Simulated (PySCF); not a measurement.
NICS in isomers of C6H9NOSi.

Probes without a nucleus sit at each ring's centroid and 1 Å off its mean plane on both sides; NICS is minus the shielding there, NICSzz its component along the normal. Level: GIAO PBE0/pcSseg-1 (PySCF, non-relativistic, gas phase) on the GFN2-xTB geometries, one conformer each. Atom numbers follow the mapped SMILES.

Question: Order these rings by mean NICS(1)zz, lowest (most negative) first (ppm).
A. ring Si2–C4–C5–C8–O9 in `[CH3:1][Si:2]1([CH3:3])[CH2:4][C:5]([C:6]#[N:7])=[CH:8][O:9]1`
B. ring C4–C5–C6–C7–C8–N9 in `[CH3:1][O:2][SiH2:3][c:4]1[cH:5][cH:6][cH:7][cH:8][n:9]1`
C. ring C7–C8–C9 in `[CH:1]#[C:2][C:3](=[O:4])[NH:5][SiH2:6][CH:7]1[CH2:8][CH2:9]1`
D. ring C2–C3–O4–C5–C8–Si9 in `[CH2:1]=[C:2]1[CH2:3][O:4][C@@H:5]([C:6]#[N:7])[CH2:8][SiH2:9]1`
E. ring C3–C4–C5–C6–O9 in `[H]/[N:8]=[CH:7]/[c:6]1[cH:5][cH:4][c:3]([SiH2:2][CH3:1])[o:9]1`

Answer: B (-28.5), E (-25.8), C (-23.7), A (-1.7), D (1.8).

```tsv
SMILES	ring	NICS(0)	NICS(1)	NICS(1)zz	HOMA	rms pucker (Å)	ring atoms with four or more neighbours
CO[SiH2]c1ccccn1	6-membered ring with N; formal bonds all aromatic	-6.6	-11.2	-28.5	0.99	0.00	0
[H]/N=C/c1ccc([SiH2]C)o1	5-membered ring with O; formal bonds all aromatic	-10.7	-10.4	-25.8	0.52	0.00	0
C#CC(=O)N[SiH2]C1CC1	3-membered carbocycle; formal bonds all single	-45.1	-8.8	-23.7	–	0.00	3
C[Si]1(C)CC(C#N)=CO1	5-membered ring with O and Si; formal bonds 1 double, 4 single	-3.9	-2.5	-1.7	–	0.00	2
C=C1CO[C@@H](C#N)C[SiH2]1	6-membered ring with O and Si; formal bonds all single	-1.9	-1.8	1.8	–	0.23	4
```

NICS(0) gives another order. The isotropic NICS(1) gives the same order. HOMA uses Krygowski's 1993 parameters; it is left out where a ring has a four-coordinate atom, a triple bond, no multiple bond or a kind of bond without parameters. NICS(1) and NICS(1)zz are means over the two faces.
